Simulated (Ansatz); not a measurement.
SiPH₆Br, closed shell: at the start structure of a reaction step.

in.yaml

```yaml
crystal:
  periodic: [false, false, false]
  atoms:
    - {symbol: Si, position_ang: [-1.131973, -0.479762, -0.061236]}
    - {symbol: Br, position_ang: [1.204554, -1.521272, 1.423905]}
    - {symbol: H, position_ang: [-0.951483, -1.784685, -0.718980]}
    - {symbol: H, position_ang: [-1.639657, -0.419530, 1.319604]}
    - {symbol: H, position_ang: [-2.038407, 0.347737, -0.921510]}
    - {symbol: H, position_ang: [1.872119, 0.067564, -0.845320]}
    - {symbol: P, position_ang: [0.807456, 0.672102, -0.177108]}
    - {symbol: H, position_ang: [1.252484, 1.294041, 0.989346]}
    - {symbol: H, position_ang: [0.624907, 1.823704, -1.008602]}
basis:
  gaussian: {orbitals: def2-TZVPP}
hamiltonian: {xc: pbe0, dispersion: d4}
output: {orbitals: {seedname: orbitals}}
```

Command:

```bash
ansatz run in.yaml --threads 4 --pin off --events-out ev --progress --plain --max-ram 9574MiB
```

What Ansatz 0.2.0 printed:

```
Functional definition: PBE0
  name "PBE0"
  cite "Adamo & Barone, J. Chem. Phys. 110, 6158 (1999) doi:10.1063/1.478522"
  cite "Perdew, Burke & Ernzerhof, Phys. Rev. Lett. 77, 3865 (1996) doi:10.1103/PhysRevLett.77.3865"
  parent pbe
  parameter a = 0.25
  parameter kappa = 0.804
  parameter beta = 0.06672455060314922
  exchange = (1 - a)*pbe_x(kappa = kappa, mu = beta*pi^2/3) + a*exact_x
  correlation = pbe_c(beta = beta)
1358 factors; their error is unknown
mean field evaluation 1: about -87294.4186 eV, gradient 1.5e1 eV
mean field evaluation 2: about -87294.4945 eV, gradient 1.6e1 eV
mean field evaluation 4: about -87295.1772 eV, gradient 6.7e-1 eV
mean field evaluation 8: about -87295.6297 eV, gradient 4.6e-1 eV
mean field evaluation 16: about -87295.6299 eV, gradient 6.0e-5 eV
mean field -87295.62991737 eV, -3208.0552283600 hartree, gradient 6.0e-5 eV, S^2 0.000000; 0 other end points of the search recorded, 0 dependent functions left out
reference -87295.62994898 eV, -3208.0552295217 hartree; 35, 35 occupied and 181, 181 virtual orbitals, 1358 factors
Total energy: -87295.82846969 eV, -3208.0625250235 hartree
```

The lines “mean field evaluation” count trial sets of orbitals through the whole run, from several starts and some on an approximate energy, so they need not fall steadily or lie above the final value.

Hardware: 4 CPU threads of a Oxide Virtual Turin-like, shared host. Wall time about 1.7 s.
